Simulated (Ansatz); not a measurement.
`[NH2][W]([OH])(=[S])=[S]`, charge 0, multiplicity 1.

(1) Give a relaxed structure at PBE0-D4/def2-TZVP (Ansatz 0.2.0). (Estimate.)

Answers

(1) Ansatz gave: 
Cartesian coordinates in Å:
```
N 0.163 1.383 -0.392
W 0.219 -0.509 -0.052
O -1.488 -1.131 0.434
S 0.810 -1.473 -1.854
S 1.603 -0.841 1.527
H 0.394 2.083 0.298
H 0.032 1.782 -1.309
H -1.733 -1.293 1.348
```
